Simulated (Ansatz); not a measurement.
C2H5BClFSi, SMILES `FC1([SiH3])CB1Cl`, relaxed with RKS PBE0-D4/def2-TZVP in Ansatz from a PBE-D4/def2-SVP geometry. The force threshold is 0.005 eV/Å; the program also tests the step.

Charge 0, multiplicity 1.

Start:

```xyz
11

F     1.108   -1.619   -0.242
C     0.406   -0.415   -0.158
Si   -0.113   -0.023    1.623
C    -0.662   -0.095   -1.260
B     0.632    0.715   -1.172
Cl    1.733    1.787   -1.962
H    -1.038   -1.094    2.135
H    -0.831    1.299    1.626
H     1.101    0.059    2.502
H    -0.646   -0.761   -2.148
H    -1.691    0.146   -0.945
```

How much energy does the relaxation release, and in how many steps? (Estimate.)

Ansatz gave: 0.91 kcal/mol, in 6 steps.

Which bonds change most? (Estimate.)

Ansatz gave: C2–Si3 from 1.896 to 1.875 Å; B5–Cl6 from 1.728 to 1.709 Å; Si3–H7 from 1.505 to 1.487 Å; C4–H11 from 1.103 to 1.085 Å.

Give the relaxed structure. (An estimate is asked.)

The calculation gave: 
```xyz
11

F     1.110   -1.606   -0.260
C     0.408   -0.417   -0.155
Si   -0.109   -0.024    1.605
C    -0.653   -0.109   -1.246
B     0.620    0.707   -1.163
Cl    1.689    1.806   -1.918
H    -1.061   -1.051    2.105
H    -0.782    1.302    1.582
H     1.082    0.033    2.486
H    -0.644   -0.777   -2.111
H    -1.660    0.138   -0.924
```
